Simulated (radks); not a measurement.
Dy8+, 58 electrons, occupied as [Xe] 4f1 5d1 6s2 (not the ground configuration). Calculated with a radial shooting solver on a logarithmic mesh with Libxc functionals: scalar-relativistic Kohn-Sham, PBE, spin-polarised, spherical densities, point nucleus; open shells are filled with parallel spins first (spin-orbit coupling, left out, can overturn this in heavy ions).

Normalised radial functions P(r) = r R(r), r in bohr:

```
   r/bohr * 5p down, o 5d down, + 6s down (the largest magnitude, 1.12, reaches the edge; | marks zero, & curves that meet)
  0.00117                             &+
  0.00156                             &+
 0.002064                             &+
 0.002753                             & +
 0.003672                             & +
 0.004897                             o*+
 0.006531                             o* +
 0.008711                             o* +
  0.01153                             o *+
  0.01537                             o +*
   0.0205                             o+  *
  0.02735                             +o    *
  0.03648                           + | o    *
  0.04865                         +   |  o   *
  0.06489                         +   |    o*
  0.08585                           + |*     o
   0.1145                        *    | +      o
   0.1527                   *         |     +  o
   0.2037                    *        |    &
   0.2717                         o  +|*
   0.3624                 o   +       |            *
   0.4794                o     +      |             *
   0.6395                          o  *    +
   0.8529         *                   |            &
    1.138  *                          |    +                  o
    1.517          *      +           |                     o
    2.024        +            *       |           o
    2.677              +            * |   o
    3.571                        +    *o
    4.763                            +&
    6.353                             &
```

5p down: eigenvalue -162.31 eV, 3 radial nodes at r = 0.0908, 0.264, 0.637 bohr, <r> = 1.18 bohr, 90 % of the charge inside 1.67 bohr. 5d down (empty): eigenvalue -116.65 eV, 2 radial nodes at r = 0.243, 0.681 bohr, <r> = 1.36 bohr, 90 % of the charge inside 1.96 bohr. 6s down: eigenvalue -87.678 eV, 5 radial nodes at r = 0.0255, 0.101, 0.260, 0.577, 1.25 bohr, <r> = 2.07 bohr, 90 % of the charge inside 2.87 bohr.
